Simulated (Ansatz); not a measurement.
This geometry of CH3LiNTe (7 atoms, charge 1, multiplicity 1) is a first-order saddle point.

All numbers below come from RKS PBE/def2-SVP (Ansatz).

```xyz
7
Properties=species:S:1:pos:R:3
Li -0.356 -3.401 0.590
C -0.301 -1.377 0.293
Te 1.160 -0.214 -0.371
N 0.601 1.773 -0.451
H -1.211 -0.771 0.523
H -0.216 1.888 -1.073
H 0.324 2.103 0.488
```

Q: Which two structures does it join? (They come from a converged band through this point; their orientation in space is the band's.)

A: No bond is made or broken. The dihedral C2–Te3–N4–H7 goes from -22 to 154°. The two ends are copies of one structure, up to a mirror image or an exchange of like atoms.

First end point:

```xyz
7
Properties=species:S:1:pos:R:3
Li -0.304 -3.418 0.586
C -0.289 -1.405 0.367
Te 0.856 -0.267 -0.745
N 0.487 1.679 -0.285
H -1.008 -0.804 0.973
H 0.682 2.339 -1.050
H -0.423 1.876 0.154
```

Last end point:

```xyz
7
Properties=species:S:1:pos:R:3
Li -0.288 -3.415 0.607
C -0.286 -1.404 0.372
Te 0.982 -0.249 -0.576
N 0.237 1.642 -0.618
H -1.133 -0.823 0.809
H -0.465 1.871 0.099
H 0.953 2.378 -0.692
```

Q: How far does it lie above each of them?

A: 0.167 eV above the first and 0.167 eV above the second. This is the barrier of this one path; another mechanism may lie lower. Limits of this set-up: the dipole of an ion depends on the origin.

Run time: 94 s on 1 thread of Intel(R) Xeon(R) Platinum 8375C CPU @ 2.90GHz (Ice Lake) (shared host), peak memory 0.13 GiB.
